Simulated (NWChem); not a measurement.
Species: BeSiH₄SO; SMILES [SiH3][O][Be][SH]

```xyz
8

Be    -0.0287    -0.7138     0.0006
S     -0.0520    -2.6248    -0.0003
H      1.3116    -2.6830     0.0005
O     -0.0338     0.7072     0.0015
Si    -0.0073     2.3734    -0.0005
H     -0.6017     2.8938    -1.2805
H      1.4125     2.8570     0.1153
H     -0.8031     2.8988     1.1627
```
Atoms are numbered in this order, from 1.

All runs use the structure optimised with PBE-D3(BJ)/def2-SVP.

### Question
List the 4 lowest vertical singlet excitations from Hartree-Fock/6-31+G* (spherical d), TDHF (NWChem).

### Answer
```json
[
 {"state": "S1", "energy (eV)": "6.27", "oscillator strength": "0.054", "leading excitation (squared amplitude)": "HOMO → LUMO (0.48)"},
 {"state": "S2", "energy (eV)": "7.13", "oscillator strength": "0.036", "leading excitation (squared amplitude)": "HOMO → LUMO+9 (0.37)"},
 {"state": "S3", "energy (eV)": "7.79", "oscillator strength": "0.013", "leading excitation (squared amplitude)": "HOMO → LUMO+1 (0.53)"},
 {"state": "S4", "energy (eV)": "8.06", "oscillator strength": "0.016", "leading excitation (squared amplitude)": "HOMO → LUMO+3 (0.66)"}
]
```
